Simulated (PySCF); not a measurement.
Compound: C₇H₁₁N₂ (charge +1).
Structure used (PBE0-D3(BJ)/def2-SVP), in Å, numbered top down from 1:
```xyz
20
C7H11N2 angstrom
C      0.415   -1.697   -1.460
C      0.340   -0.502   -0.576
C      1.529    0.048    0.048
C      2.733   -0.568    0.060
C      3.869    0.033    0.662
N      4.802    0.519    1.151
N     -0.818    0.086   -0.391
C     -2.022   -0.344   -1.098
C     -1.031    1.195    0.539
H      1.376   -2.211   -1.374
H      0.303   -1.394   -2.515
H     -0.384   -2.417   -1.232
H      1.461    1.031    0.515
H      2.898   -1.558   -0.376
H     -2.532   -1.139   -0.531
H     -1.785   -0.706   -2.104
H     -2.699    0.515   -1.185
H     -2.045    1.107    0.948
H     -0.947    2.157    0.009
H     -0.325    1.161    1.374
```

Level: B3LYP/def2-SVPD in PySCF, non-relativistic, on one gas-phase PBE0-D3(BJ)/def2-SVP geometry that isn't relaxed in the solvent. The solvent is an IEF-PCM continuum (Bondi radii, 1.10 Å for H, scaled by 1.2). The model holds no explicit solvent molecules, cavitation or dispersion.

Gas phase at B3LYP/def2-SVPD: HOMO -12.35 eV, LUMO -7.85 eV.

Task: What does the continuum do to the energy and the frontier levels at B3LYP/def2-SVPD in acetonitrile and water?

Result: 
```csv
solvent,ε,E(solvent) − E(gas) (kJ/mol),polarisation term (kJ/mol),distortion of the solute (kJ/mol),HOMO (eV),LUMO (eV)
acetonitrile,35.69,-252.66,-272.39,19.73,-8.49,-3.81
water,78.36,-257.12,-277.86,20.74,-8.43,-3.75
```

The polarisation term is half the interaction of the solute with the surface charges that it induces; the rest is the cost of distorting the solute's density. The sum is the electrostatic part of solvation alone. The atom shares or the degeneracy of the HOMO differ from the gas phase in acetonitrile and water, so that column needn't follow one orbital. From acetonitrile to water the lowering changes by a factor 1.02, Born's factor 1 − 1/ε by 1.02 and ε itself by 2.2.

Task: Which radius a makes Born's formula ΔE = −(q²/2a)(1 − 1/ε) give the value in water?

Result: a = q²(1 − 1/ε)/(2|ΔE|) = 2.67 Å, with q = +1 e and |ΔE| = 0.0979 Eh; the farthest nucleus lies 4.85 Å from the centroid of the nuclei. The formula assumes a point charge at the centre of a sphere.

Task: How does the static polarisability (B3LYP/def2-SVPD, frozen core, with the continuum's full static response) change?

Result: 
| medium | isotropic (au) | principal values (au) | ⟨r²⟩ of the electrons (bohr²) |
| --- | --- | --- | --- |
| gas | 105.7 | 60.6, 88.8, 167.6 | 1674.9 |
| acetonitrile | 143.3 | 83.4, 120.3, 226.2 | 1683.2 |
| water | 144.5 | 84.3, 121.3, 227.8 | 1683.4 |

The isotropic value in water is 1.37 times the gas-phase one; no cavity-field correction is applied. ⟨r²⟩ is taken about the centre of nuclear charge.
